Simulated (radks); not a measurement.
Values are calculated unless marked as measured or tabulated.
All-electron atom: F I in [He] 2s2 2p5. Level of theory: scalar-relativistic Kohn-Sham, SCAN, spin-polarised, spherical densities, finite nucleus; open shells are filled with parallel spins first; meta-GGA in the generalised Kohn-Sham scheme; Fermi nuclear charge, rms radius 2.8976 fm (a radial shooting solver on a logarithmic mesh with Libxc functionals).

Normalised radial functions P(r) = r R(r), r in bohr:

```
   r/bohr * 1s up, o 2p down (the largest magnitude, 2.14, reaches the edge; | marks zero, & curves that meet)
 0.009457 o           *
  0.01302 o              *
  0.01794 o                   *
   0.0245 o                         *
  0.03374 |o                               *
  0.04647 |o                                       *
  0.06348 | o                                             *
  0.08743 |  o                                                 *
   0.1204 |    o                                                 *
   0.1658 |      o                                           *
   0.2265 |          o                              *
   0.3119 |              o            *
   0.4296 |             *    o
   0.5869 |     *               o
   0.8082 |*                     o
    1.113 *                   o
    1.533 *              o
    2.094 *         o
    2.884 *    o
    3.971 * o
```

1s up: eigenvalue -670.02 eV, 0 radial nodes, <r> = 0.176 bohr, 90 % of the charge inside 0.315 bohr. 2p down: eigenvalue -10.350 eV, 0 radial nodes, <r> = 1.13 bohr, 90 % of the charge inside 1.99 bohr.
